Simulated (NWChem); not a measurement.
System meant: CH₃ClOSi; SMILES O=C[SiH2]Cl

NWChem input:

```
start job
memory heap 200 mb stack 900 mb global 1100 mb
geometry units angstroms noautoz
  O      0.160665    -2.557163     0.000000
  C      0.593285    -1.419455     0.000000
  Si    -0.682784     0.045463     0.000000
  Cl     0.309225     1.877726     0.000000
  H      1.710557    -1.209251     0.000000
  H     -1.531020    -0.074706    -1.230966
  H     -1.531020    -0.074706     1.230966
end
basis spherical
  O library def2-svp
  C library def2-svp
  Si library def2-svp
  Cl library def2-svp
  H library def2-svp
end
dft
  odft
  mult 2
  xc pbe0
  iterations 150
  mulliken
end
task dft energy
```

End of the output:

```
 Summary of "ao basis" -> "" (spherical)
 ------------------------------------------------------------------------------
       Tag                 Description            Shells   Functions and Types
 ---------------- ------------------------------  ------  ---------------------
 O                          def2-svp                 6       14   3s2p1d
 C                          def2-svp                 6       14   3s2p1d
 Si                         def2-svp                 8       18   4s3p1d
 Cl                         def2-svp                 8       18   4s3p1d
 H                          def2-svp                 3        5   2s1p

                                 NWChem DFT Module
                                 -----------------

 Summary of "ao basis" -> "ao basis" (spherical)
 ------------------------------------------------------------------------------
       Tag                 Description            Shells   Functions and Types
 ---------------- ------------------------------  ------  ---------------------
 O                          def2-svp                 6       14   3s2p1d
 C                          def2-svp                 6       14   3s2p1d
 Si                         def2-svp                 8       18   4s3p1d
 Cl                         def2-svp                 8       18   4s3p1d
 H                          def2-svp                 3        5   2s1p

      Symmetry analysis of basis
      --------------------------

        a'         55
        a"         24

  number of electrons :                   48
  multiplicity        :                    2
 ------------------------------------------------------------------------
  no. of electrons and multiplicity not compatible                  48
 ------------------------------------------------------------------------
 ------------------------------------------------------------------------
  current input line :
    26: task dft energy
 ------------------------------------------------------------------------
 ------------------------------------------------------------------------
 There is an error in the input file
 ------------------------------------------------------------------------
 For more information see the NWChem manual at https://nwchemgit.github.io

0: no. of electrons and multiplicity not compatible:Received an Error in Communication
```

Question: Find the fault in this run and fix the input.

Answer: The input was rejected before any calculation. Cause: the multiplicity doesn't fit the number of electrons (an even count wants an odd multiplicity, and the reverse). This input runs:
```
start job
memory heap 200 mb stack 900 mb global 1100 mb
geometry units angstroms noautoz
  O      0.160665    -2.557163     0.000000
  C      0.593285    -1.419455     0.000000
  Si    -0.682784     0.045463     0.000000
  Cl     0.309225     1.877726     0.000000
  H      1.710557    -1.209251     0.000000
  H     -1.531020    -0.074706    -1.230966
  H     -1.531020    -0.074706     1.230966
end
basis spherical
  * library def2-svp
end
dft
  xc pbe0
  iterations 150
  mulliken
end
task dft energy
```
It converges to -864.11701 Ha (PBE0/def2-SVP).
